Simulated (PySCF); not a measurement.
Potential energy of GaBr along the bond

Set-up: basis Ga pcseg-1, Br pcseg-1; no relativity; PySCF 2.14. Energies in eV from Ga + Br in their ground configurations at the same level. State: ¹Σ⁺ (singlet), closed shell.

```tsv
R (Å)	B3LYP
2.063	-3.346
2.159	-3.844
2.255	-4.123
2.327	-4.229
2.399	-4.268
2.471	-4.258
2.567	-4.185
2.687	-4.033
2.831	-3.795
3.023	-3.440
```

Put a parabola through the three lowest points of the B3LYP curve and estimate Re, k and ωe (reduced mass 36.79 u; 1 eV/Å² = 0.16022 mdyn/Å; ωe = 1302.8·√(k/μ) cm⁻¹).

Through R = 2.327, 2.399, 2.471 Å the second-order coefficient is 4.73 eV/Å², so Re ≈ 2.420 Å, k ≈ 1.51 mdyn/Å and ωe ≈ 264 cm⁻¹. A polynomial fit of higher order to the unrounded B3LYP energies gives Re = 2.417 Å, k = 1.45 mdyn/Å, ωe = 259 cm⁻¹; anharmonicity and rounding make the difference.

The higher-order fit for each curve: B3LYP: Re = 2.417 Å, ωe = 259 cm⁻¹, De = 4.27 eV.
